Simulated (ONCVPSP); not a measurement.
# What one change does to a pseudopotential (germanium (Ge), ONCV)

```json
{
 "Element": "germanium (Ge)",
 "Generator": "ONCVPSP 4.0.1",
 "Type": "optimised norm-conserving Vanderbilt (ONCV)",
 "Functional": "PBE",
 "Relativity": "scalar-relativistic",
 "Frozen core": "[Ar]",
 "Valence charge": "14",
 "Reference configuration": "3d10 4s1 4p3",
 "Partial waves": "4s: rc 1.50 bohr, ncon 4, nbas 7, qcut 4.4 1/bohr, 2 projectors, debl 2.2 Ha; 4p: rc 1.90 bohr, ncon 4, nbas 8, qcut 4.5 1/bohr, 1 projector; 3d: rc 1.05 bohr, ncon 4, nbas 9, qcut 16.7 1/bohr, 2 projectors, debl 1.2 Ha",
 "Local potential": "polynomial inside 0.95 bohr (lpopt 5, dvloc0 1 Ha)",
 "Core correction": "Teter function, fcfact 3, rcfact 1.65"
}
```

All-electron outer shells of the reference configuration (PBE, scalar-relativistic, ld1.x):

| shell | level (eV) | outermost node (bohr) | outermost maximum (bohr) |
| --- | --- | --- | --- |
| 3s | -170.28 | 0.26 | 0.54 |
| 3p | -117.41 | 0.23 | 0.54 |
| 3d | -31.05 | – | 0.50 |
| 4s | -12.69 | 0.77 | 1.73 |
| 4p | -4.58 | 0.82 | 2.16 |

Change: d: qcut 18.9.

Cutoffs: the cutoffs (Ha) at which the residual kinetic energy of the hardest occupied pseudo-wave falls to 1 and 0.1 mHa per electron; they do not see the model core or the augmentation charge, which bear on the density cutoff. Errors are all-electron minus pseudo energies relative to the spin-unpolarised reference configuration.

Problem. What does the change do?

Solution. The potential gets harder (103 Ha and 116 Ha → 118 Ha and 133 Ha); the errors of the 4 common tests hardly move; neither file shows a bound ghost. The waves are optimised to have the least kinetic energy above qcut, so the cutoff follows it (qcut²/2 in Ha).

| quantity | base | changed |
| --- | --- | --- |
| cutoff, loose | 103 Ha | 118 Ha |
| cutoff, tight | 116 Ha | 133 Ha |
| loose cutoff by channel | s 8.7 Ha, p 6.8 Ha, d 103 Ha | s 8.7 Ha, p 6.8 Ha, d 118 Ha |
| bound ghosts | none | none |
| GHOST(+) flags under 300 eV | s at 1.3 eV | s at 1.3 eV |
| error for 3d10 4s2 4p2, meV [ΔE -7.97 eV] | +3.0 | +3.0 |
| error for 3d10 4s2 4p1, meV [ΔE -0.53 eV] | +0.4 | +0.5 |
| error for 3d10 4s2 4p0, meV [ΔE 14.91 eV] | -0.2 | -0.2 |
| error for 3d10 4s0 4p4, meV [ΔE 8.22 eV] | +2.8 | +2.8 |
| s: phases at 1.52 bohr within 0.05 rad from the reference energy up to (Ha; the scan ends near 5) | 0.0 | 0.0 |
| p: phases at 1.93 bohr within 0.05 rad from the reference energy up to (Ha; the scan ends near 5) | 0.8 | 0.8 |
| d: phases at 1.07 bohr within 0.05 rad from the reference energy up to (Ha; the scan ends near 5) | to the end of the scan | to the end of the scan |
| rms error of d²Exc/dni dnj with the model core, mHa | 2.34 | 2.72 |
